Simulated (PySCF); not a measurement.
## SnN⁻: energy against distance

Set-up: Sn def2-TZVPPD with ECP28, N def2-TZVPPD; scalar-relativistic core potentials (PySCF 2.14). Energies in eV from Sn⁻ + N in their ground configurations at the same level. State: ¹Σ⁺ (singlet), closed shell.

Curves on a restricted Hartree–Fock reference rise too fast on stretching and do not dissociate correctly.

```
R (Å)  RHF-MP2  RHF-CCSD
1.608   -2.493          
1.683   -3.570    -2.250
1.758   -4.228    -2.817
1.814   -4.523    -3.029
1.870   -4.695    -3.103
1.926   -4.774    -3.073
2.001   -4.781    -2.912
2.094   -4.694    -2.582
2.207   -4.529    -2.078
2.356   -4.308
```

Question: Put a parabola through the three lowest points of the RHF-MP2 curve and estimate Re, k and ωe (reduced mass 12.54 u; 1 eV/Å² = 0.16022 mdyn/Å; ωe = 1302.8·√(k/μ) cm⁻¹).

Answer: Through R = 1.926, 2.001, 2.094 Å the second-order coefficient is 6.12 eV/Å², so Re ≈ 1.971 Å, k ≈ 1.96 mdyn/Å and ωe ≈ 515 cm⁻¹. A polynomial fit of higher order to the unrounded RHF-MP2 energies gives Re = 1.968 Å, k = 2.55 mdyn/Å, ωe = 588 cm⁻¹; anharmonicity and rounding make the difference.

The higher-order fit for each curve: RHF-MP2: Re = 1.968 Å, ωe = 588 cm⁻¹, De = 4.79 eV; RHF-CCSD: Re = 1.880 Å, ωe = 829 cm⁻¹, De = 3.10 eV.

Correlated steps freeze 5 core orbitals. Spin–orbit coupling is left out, which matters for elements this heavy, above all for dissociation energies. For an ion De counts to the pair picked by the measured ionisation energies or electron affinities, which need not be the lowest pair at this level. Where the molecule has an RHF reference, its open-shell atoms are computed with UHF. The CCSD T1 diagnostic is raised, a sign that a single reference may not be enough here.
